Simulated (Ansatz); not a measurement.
The cluster ZnF2. Total charge 0; quintet. Geometry r2SCAN-D4/def2-TZVP; atoms count from 1.

```csv
atom,x (Å),y (Å),z (Å)
Zn1,0.0000,0.0000,0.0000
F2,1.2420,-0.3784,-2.3253
F3,-1.2419,0.3784,2.3254
```

In the quintet geometry the species has come apart into loosely held pieces. At PBE0-D4/def2-TZVP a singlet of charge 0 lies 11.59 eV below the quintet, each at its own geometry. The structure comes from a short search, and lower isomers may exist.

Q: Estimate the Mulliken populations from the PBE0/def2-TZVP orbitals of Ansatz.

A: 
```csv
atom,charge (e),spin (α − β),d electrons
Zn1,-0.07,1.98,10.02
F2,0.04,1.01,–
F3,0.04,1.01,–
```
Mulliken values and Mayer orders depend strongly on the basis.

Q: Where does the spin sit?

A: Summed by element: Zn 1.98, F 2.02, of 4 unpaired in all. Largest on single atoms: Zn1 1.98, F2 1.01, F3 1.01.
